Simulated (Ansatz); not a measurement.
Start from `C/C=N\[SiH2]Cl` and change one atom or group to get `C#C/N=C\C`.

Ansatz, PBE0-D4/def2-TZVP geometries, multiplicity 1. Each molecule was computed in one conformer, which needn't be the lowest.

```
                                          property  `C/C=N\[SiH2]Cl`
               HOMO energy (B3LYP/def2-TZVPP) / eV             -7.04
             LUMO energy (ωB97M-V/def2-TZVPP) / eV              1.24
size of the dipole moment (ωB97M-V/def2-TZVPP) / D              2.32
             HOMO–LUMO gap (B3LYP/def2-TZVPP) / eV              5.84
    size of the dipole moment (PBE/def2-TZVPP) / D              2.24
              HOMO–LUMO gap (PBE0/def2-TZVPP) / eV              6.30
```

(1) What does the change do to each property? (Estimate.)

Answers

(1) Computed: 
| property | `C#C/N=C\C` | shift |
| --- | --- | --- |
| HOMO energy (B3LYP/def2-TZVPP) / eV | -6.70 | 0.34 |
| LUMO energy (ωB97M-V/def2-TZVPP) / eV | 0.85 | -0.39 |
| size of the dipole moment (ωB97M-V/def2-TZVPP) / D | 2.64 | 0.32 |
| HOMO–LUMO gap (B3LYP/def2-TZVPP) / eV | 5.19 | -0.65 |
| size of the dipole moment (PBE/def2-TZVPP) / D | 2.46 | 0.22 |
| HOMO–LUMO gap (PBE0/def2-TZVPP) / eV | 5.63 | -0.67 |

With PBE0 the HOMO rises by 0.35 eV and the LUMO falls by 0.32 eV, so the gap narrows by about 0.67 eV. PBE moves the HOMO by 0.25 eV and ωB97M-V by 0.41 eV. Dipoles are sizes alone; their direction can turn.

B3LYP here is the variant with VWN-RPA as its local correlation; programs differ in this.
